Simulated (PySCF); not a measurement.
3-ethylideneoxetane (C₅H₈O), SMILES CC=C1COC1. Geometry optimised at PBE0-D3(BJ)/def2-SVP.

Computed equilibrium geometry at PBE0-D3(BJ)/def2-SVP (PySCF confirms it by a frequency run) as bond lengths and angles, and its point group:
point group Cs.
Atoms: C1 C2 C3 C4 O5 C6 H7 H8 H9 H10 H11 H12 H13 H14. Bond lengths (Å): C1–C2 1.493, C1–H7 1.100, C1–H8 1.103, C1–H9 1.103, C2–C3 1.329, C2–H10 1.097, C3–C4 1.506, C3–C6 1.505, C4–O5 1.429, C4–H11 1.107, C4–H12 1.107, O5–C6 1.430, C6–H13 1.106, C6–H14 1.106. Angles (°): C2–C1–H7 111.9, C2–C1–H8 111.3, C2–C1–H9 111.3, H7–C1–H8 107.9, H7–C1–H9 107.9, H8–C1–H9 106.5, C1–C2–C3 124.7, C1–C2–H10 117.2, C3–C2–H10 118.1, C2–C3–C4 136.6, C2–C3–C6 136.9, C4–C3–C6 86.5, C3–C4–O5 90.6, C3–C4–H11 115.9, C3–C4–H12 115.9, O5–C4–H11 112.6, O5–C4–H12 112.6, H11–C4–H12 108.4, C4–O5–C6 92.4, C3–C6–O5 90.6, C3–C6–H13 115.9, C3–C6–H14 115.9, O5–C6–H13 112.5, O5–C6–H14 112.5, H13–C6–H14 108.5.
